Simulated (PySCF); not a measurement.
2-isopropyl-1,3-dithiolane, C₆H₁₂S₂.
Bonds: C1–C2, C2–C3, C2–C4, C4–S5, S5–C6, C6–C7, C7–S8, C4–S8. Hydrogens: H9, H10, H11 on C1; H12 on C2; H13, H14, H15 on C3; H16 on C4; H17, H18 on C6; H19, H20 on C7.

The same species was optimised twice, with GFN2-xTB and with PBE0-D3(BJ)/def2-SVP (PySCF), and the same property calculations (PySCF, gas phase) were run on both structures.

```
     coordinate  GFN2-xTB  PBE0-D3(BJ)/def2-SVP  change
      C2–C4 (Å)     1.529                 1.536  +0.007
      C7–S8 (Å)     1.820                 1.813  -0.007
      S5–C6 (Å)     1.822                 1.817  -0.005
      C6–C7 (Å)     1.509                 1.514  +0.005
      C1–C2 (Å)     1.525                 1.521  -0.004
      C4–S8 (Å)     1.832                 1.830  -0.002
      C2–C3 (Å)     1.526                 1.524  -0.002
      C4–S5 (Å)     1.837                 1.839  +0.002
   C1–C2–C4 (°)     112.0                 113.3    +1.3
   C2–C4–S8 (°)     113.5                 114.6    +1.1
   C1–C2–C3 (°)     110.8                 111.6    +0.8
   C4–S5–C6 (°)      97.0                  97.7    +0.7
   S5–C6–C7 (°)     107.3                 108.0    +0.7
   C2–C4–S5 (°)     110.8                 111.4    +0.6
   C3–C2–C4 (°)     109.6                 110.1    +0.5
   C4–S8–C7 (°)      96.2                  95.7    -0.5
C1–C2–C4–S5 (°)       -67                   -67       0
```

Rotational constants: A = 2135, B = 1204, C = 985.1 MHz (GFN2-xTB) against A = 2100, B = 1194, C = 986.1 MHz (PBE0-D3(BJ)/def2-SVP). Point groups within 0.08 Å: C1 and C1.

On the GFN2-xTB structure: HOMO (eV) -6.50 [PBE0/pcSseg-1]; LUMO (eV) 0.11 [PBE0/pcSseg-1]; dipole (D) 0.95 [PBE0/pcSseg-1]; GIAO shielding of C1/C3 (mean) (ppm) 166.6 [PBE0/pcSseg-1]; GIAO shielding of C2 (ppm) 149.6 [PBE0/pcSseg-1]; GIAO shielding of C4 (ppm) 117.7 [PBE0/pcSseg-1]; GIAO shielding of S5/S8 (mean) (ppm) 452.6 [PBE0/pcSseg-1]; GIAO shielding of C6/C7 (mean) (ppm) 141.6 [PBE0/pcSseg-1].

Problem. What do these properties become on the PBE0-D3(BJ)/def2-SVP structure?

Solution. 
```tsv
property	level	on GFN2-xTB	on PBE0-D3(BJ)/def2-SVP	change
HOMO (eV)	PBE0/pcSseg-1	-6.50	-6.52	-0.02
LUMO (eV)	PBE0/pcSseg-1	0.11	0.15	+0.04
dipole (D)	PBE0/pcSseg-1	0.95	1.04	+0.09
energy, GFN2-xTB geometry as zero (kcal/mol)	PBE0/pcSseg-1	0.0	-0.8	-0.8
GIAO shielding of C1/C3 (mean) (ppm)	PBE0/pcSseg-1	166.6	164.7	-1.9
GIAO shielding of C2 (ppm)	PBE0/pcSseg-1	149.6	147.3	-2.3
GIAO shielding of C4 (ppm)	PBE0/pcSseg-1	117.7	116.3	-1.4
GIAO shielding of S5/S8 (mean) (ppm)	PBE0/pcSseg-1	452.6	454.3	+1.7
GIAO shielding of C6/C7 (mean) (ppm)	PBE0/pcSseg-1	141.6	140.5	-1.1
```

The heavy atoms differ by 0.048 Å rms after alignment. Among bonds between heavy atoms C2–C4 and C7–S8 change most and about equally (-0.007 to +0.007 Å). Changes are differences of the printed values. Neither structure is proved a minimum here.
